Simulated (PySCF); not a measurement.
Polarisability and C₆ of Rh⁺ (rhodium, charge +1)

[Kr] 4d8, high-spin 3F determinant. Computed with PySCF 2.14 in aug-cc-pwCVTZ-DK (11s10p8d4f3g, 136 functions), with scalar relativity by spin-free X2C-1e. Coupled (time-dependent) response in atomic units; α is the mean over directions.

| method | mean α (bohr³) | C₆ (like pair) | S(−4) |
| --- | --- | --- | --- |
| BP86 | 13.99 | 88.14 | 85.43 |

S(−4) is the Cauchy moment in α(ω) = α(0) + S(−4) ω² + …

Spin-orbit coupling is absent.

α(iu) at BP86:

| u (hartree) | α(iu) (bohr³) |
| --- | --- |
| 0 | 13.99 |
| 0.0500 | 13.78 |
| 0.100 | 13.22 |
| 0.200 | 11.59 |
| 0.300 | 9.991 |
| 0.500 | 7.616 |
| 0.750 | 5.715 |
| 1.00 | 4.445 |
| 1.50 | 2.900 |
| 2.00 | 2.034 |
| 3.00 | 1.152 |
| 5.00 | 0.5139 |

A single London oscillator, α(iu) = α/(1 + u²/ω²), gives C₆ = (3/4) ω α². Matching the computed C₆ needs ω = 4 × 88.14 / (3 × 13.99²) = 0.600 hartree.

For an ion, C₆ is the dispersion term alone; charge-induced terms of lower order in 1/R come first.
